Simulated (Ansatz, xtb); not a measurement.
# Two isomers of C4H4BrF3O

Structure I: `FC(F)(F)[C@@H]1OC[C@@H]1Br`, a singlet. Structure II: `FC(F)(F)[C@@H]1OC[C@H]1Br`, a singlet. Both are isolated molecules in the gas phase, relaxed with PBE-D3(BJ)/def2-SVP.

Quicker runs give these differences E(II) − E(I): GFN2-xTB −0.095 eV; HF/STO-3G −0.061 eV (at GFN2-xTB geometries); r2SCAN-D4/def2-SVP −0.072 eV (at GFN2-xTB geometries).

Estimate E(II) − E(I) at the level CCSD(T)/def2-SVP + ΔMP2/def2-TZVPP.

Calculated at CCSD(T)/def2-SVP + ΔMP2/def2-TZVPP: E(II) − E(I) = −0.082 eV, so structure II lies lower.

How the difference moves with the method:

```tsv
level	geometry	E(II) − E(I) (eV)	departure from the last row (eV)	job, with rough time for the two
GFN2-xTB	GFN2-xTB	−0.095	−0.012	optimisation, 0.22 s
HF/STO-3G	GFN2-xTB	−0.061	+0.022	single point, 1.3 s
r2SCAN-D4/def2-SVP	GFN2-xTB	−0.072	+0.010	single point, 13 s
PBE-D3(BJ)/def2-SVP	PBE-D3(BJ)/def2-SVP	−0.063	+0.019	optimisation, 65 s
HF/def2-SVP	PBE-D3(BJ)/def2-SVP	−0.135	−0.053	part of the CCSD(T) run
MP2/def2-SVP	PBE-D3(BJ)/def2-SVP	−0.074	+0.008	part of the CCSD(T) run
CCSD(T)/def2-SVP	PBE-D3(BJ)/def2-SVP	−0.081	+0.001	single point
CCSD(T)/def2-SVP + ΔMP2/def2-TZVPP	PBE-D3(BJ)/def2-SVP	−0.082		single point, 11 min
```

As drawn, both hold the same kinds of bond in the same numbers.

The levels shown agree on the order. The largest departure from CCSD(T)/def2-SVP + ΔMP2/def2-TZVPP is that of HF/def2-SVP, 0.053 eV. The last row adds to CCSD(T) the change of the MP2 difference between the two basis sets, here −0.001 eV.

With thermal terms from frequencies at re-optimised GFN2-xTB minima (ideal gas, soft modes damped towards free rotors, one conformer each, 298.15 K, 1 atm): on the last row, ΔE + ΔZPE = −0.086, ΔH = −0.083, ΔG = −0.093 eV.

The correlated steps freeze 17 core orbitals; the filled d shell of Br is correlated, in a basis made for valence electrons. Codes used: Ansatz 0.2.0, xtb 6.7.1; the last row on 2 threads of Arm Neoverse V1 on a shared host.
